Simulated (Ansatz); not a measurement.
Isomers of C4H7I, relaxed with PBE0-D4/def2-TZVP in Ansatz; electronic energies, one conformer each and not always the lowest. Functionals use def2-TZVPP; CBS adds triple-zeta CCSD(T) − MP2 to the MP2 limit of def2-TZVPP and def2-QZVPP.

Elements past krypton have def2 core potentials. Outer-core shells of I are correlated without core-valence functions. Spin–orbit coupling is left out.

Question: Order them by energy at frozen-core CCSD(T)/CBS, lowest first. (An estimate is asked.)
A. `IC1CCC1`
B. `C/C=C(\C)I`
C. `CC1(I)CC1`

Answer: B (0.0 kcal/mol), A (5.8 kcal/mol), C (7.6 kcal/mol).

Question: How do ωB97M-V, HF/CBS(def2), r2SCAN-D4, MP2/CBS(def2) place them (kcal/mol, against `C/C=C(\C)I`)? (Estimate.)

Answer: Ansatz gave: 
```
     isomer  ωB97M-V  HF/CBS(def2)  r2SCAN-D4  MP2/CBS(def2)
  `IC1CCC1`      4.8           8.0        7.2            4.8
`CC1(I)CC1`      6.1           9.5        6.9            5.3
```
